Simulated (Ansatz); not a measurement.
The same path of ClF2H4NSi + H2O (12 atoms, charge 0, multiplicity 1) was run 3 times with different band settings. Lost on the way: Si1–Cl2, H6–N7, H8–O9. Made: Cl2–H8, H6–O9.

Computed with Ansatz, RKS PBE0/6-31G*.

Relaxed end points:

```xyz
12
Properties=species:S:1:pos:R:3
Si -0.537 0.927 -0.825
Cl 1.557 0.893 -1.218
F -1.609 0.389 -1.918
F -0.993 0.999 0.751
H -0.671 2.375 -1.114
H 0.279 -1.135 0.438
N -0.309 -1.038 -0.410
H 1.872 -0.065 1.660
O 1.083 -0.520 1.986
H -1.217 -1.463 -0.226
H 0.123 -1.546 -1.180
H 0.421 0.186 2.056
```

```xyz
12
Properties=species:S:1:pos:R:3
Si -1.321 0.725 -0.817
Cl 2.850 0.206 -0.442
F -2.346 0.644 -2.040
F -2.214 1.035 0.472
H -0.336 1.794 -1.039
H 0.354 -0.685 1.170
N -0.494 -0.759 -0.528
H 2.175 -0.109 0.685
O 1.109 -0.556 1.793
H -1.023 -1.624 -0.579
H 0.385 -0.857 -1.034
H 0.860 0.187 2.359
```

Common settings: spring 5.0 eV/Å²; optimiser quadratic models (default); force threshold 0.03 eV/Å; iteration limit 60; end points relaxed.

| run | movable images | climbing image | start path |
| --- | --- | --- | --- |
| 1 | 5 | yes | through a guess of the saddle point |
| 2 | 3 | no | through a guess of the saddle point |
| 3 | 5 | yes | straight line |

What does each run give, and how far can it be trusted?

Run 1: converged after 23 iterations, highest image 0.846 eV above the first end. A vibrational analysis at the climbing image gives one clearly imaginary mode, 505i cm⁻¹: a first-order saddle point.
Run 2: converged after 16 iterations, highest image 0.603 eV above the first end. No image climbed, so the highest image needn't sit at the top of the path. So few images can step over the top or miss a turn of the path.
Run 3: converged after 28 iterations, highest image 0.745 eV above the first end. A structure lower than the last end lies on the path between it and the top, so the climb from that side starts below the end, which may itself be a saddle point or a shallow side well. The order of the stationary point at the top wasn't checked.
The orbitals stay closed-shell, which can raise the energy where a bond breaks towards radicals; this wasn't checked here.
